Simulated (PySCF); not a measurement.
C₂H₉FOSi₂, SMILES [C@@H]([SiH3])(C[SiH2]F)O.

Geometry: B3LYP-D3(BJ)/def2-SVP. The structure was generated by enumeration; whether it is a known compound was not checked. One conformer was computed; it need not be the lowest.

Computed with PBE/def2-TZVP in PySCF.

Gas-phase values at a fixed geometry.

The total energy is -835.25407 hartree, the highest occupied level is -6.20 eV and the lowest empty level comes out as -1.04 eV. The orbital gap comes out as 5.16 eV and the dipole moment is 1.13 D. The quadrupole, principal values (traceless, Buckingham form, about the centre of nuclear charge) is -10.43, 0.19, 10.24 D·Å and the mean static polarisability is 83.7 bohr³ (12.40 Å³). The polarisability, principal values is 73.4, 84.0, 93.5 bohr³.
